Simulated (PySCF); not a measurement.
# Worked example: chemical shift, span and skew from a shielding tensor

1,1-difluorobut-2-yne (C₄H₄F₂), SMILES FC(C#CC)F. Atoms are numbered in the order given.

```xyz
10

C      2.9038     0.5982    -0.0021
C      1.4684     0.3978    -0.0476
C      0.2672     0.2161    -0.0777
C     -1.1820     0.0519    -0.1407
F     -1.7045    -0.1087     1.1073
F     -1.5118    -1.0539    -0.8650
H      3.2180     0.9582     0.9906
H      3.2251     1.3409    -0.7496
H      3.4390    -0.3429    -0.2057
H     -1.6798     0.9229    -0.6068
```

Geometry optimised at r2SCAN-D4/def2-SVP.

GIAO shieldings from PBE/pcSseg-1 (PySCF), non-relativistic, no solvent. The symmetric part of the tensor of C3 has the principal values 14.5, 19.6, 275.0 ppm. The same nucleus in TMS has σ = 182.0 ppm at this level (PySCF, at its B3LYP-D3(BJ)/def2-TZVP geometry).

Task: Work out the isotropic shielding, the ¹³C shift against TMS, the span and the skew.

Result: 
σ(iso) = (σ11 + σ22 + σ33)/3 = 103.0 ppm. δ = σ(ref) − σ(iso) = 182.0 − (103.0) = 79.0 ppm.
Span Ω = σ33 − σ11 = 260.5 ppm. Skew κ = 3(σ(iso) − σ22)/Ω = 0.96. Tumbling in solution averages the tensor to δ; in a static solid the shielding alone would spread this spin-1/2 line over Ω.
